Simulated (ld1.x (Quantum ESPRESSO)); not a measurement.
titanium: from the effect back to the setting (PAW)

Base potential:

| Property | Result |
| --- | --- |
| Element | titanium |
| Generator | ld1.x (Quantum ESPRESSO) 7.5 |
| Type | PAW |
| Functional | PBE |
| Relativity | scalar-relativistic |
| Frozen core | [Ne] 3s2 |
| Valence charge | 10 |
| Reference configuration | 3p6 3d2 4s2 4p0 |
| Partial waves | 4s (bound): rcut 2.50, rcutus 3.05 bohr; 4s channel at 0.05 Ry: rcut 2.50, rcutus 3.05 bohr; 3p (bound): rcut 1.50, rcutus 1.55 bohr; 4p (bound, empty): rcut 1.50, rcutus 1.55 bohr; 3d (bound): rcut 1.65, rcutus 2.10 bohr; 3d channel at 2.4 Ry: rcut 1.65, rcutus 2.10 bohr |
| Local potential | all-electron potential smoothed inside 2.15 bohr (lloc = -2) |
| Core correction | a·sin(br)/r model core, default radius (ld1.x builds one for every PAW set, though the input has nlcc=.false.) |
| Augmentation charge | PSQ, inside the norm-conserving radii |

Cutoffs, loose and tight: the cutoffs (Ry, on a coarse ladder) from which the occupation-weighted sum of valence levels, in a spherical-Bessel basis at the reference potential, stays within 10 and 1 mRy of its value at 400 Ry. They do not see the model core or the augmentation charge, which bear on the density cutoff. Test errors are all-electron minus pseudo excitation energies from the reference, over the configurations 3p6 3d2 4s1 4p0; 3p6 3d2 4s0 4p0; 3p6 3d1 4s0 4p0; 3p6 3d1 4s2 4p0; 3p6 3d3 4s0 4p0; 3p6 3d2 4s1.5 4p0; 3p6 3d3 4s1 4p0; variants that change the core or the reference have their own tests.

Only the scale of all radii but the core radius (base = 1) is moved (2 further runs of the sweep failed or gave no value and are left out):

```csv
scale of all radii but the core radius (base = 1),"cutoff, loose","cutoff, tight",bound ghosts,largest test error (meV)
0.94,35 Ry,70 Ry,none,-79
1,35 Ry,60 Ry,none,-80
1.13,25 Ry,45 Ry,none,+36 over the solved tests; 1 of 7 tests not solved or not reliable
1.29,21 Ry,35 Ry,none,test run stopped at test 1 of 7 (negative rho)
1.38,18 Ry,30 Ry,none,test run stopped at test 1 of 7 (negative rho)
```

Q: One more run gave cutoff, loose: 25 Ry; cutoff, tight: 40 Ry; bound ghosts: none; largest test error (meV): test run stopped at test 3 of 7 (negative rho), 1 before it not solved. Which value of the scale of all radii but the core radius (base = 1) was used?

A: 1.19. The tight cutoff moves one way along this sweep, from 70 Ry at 0.94 to 30 Ry at 1.38, which places the run between 1.13 and 1.29.
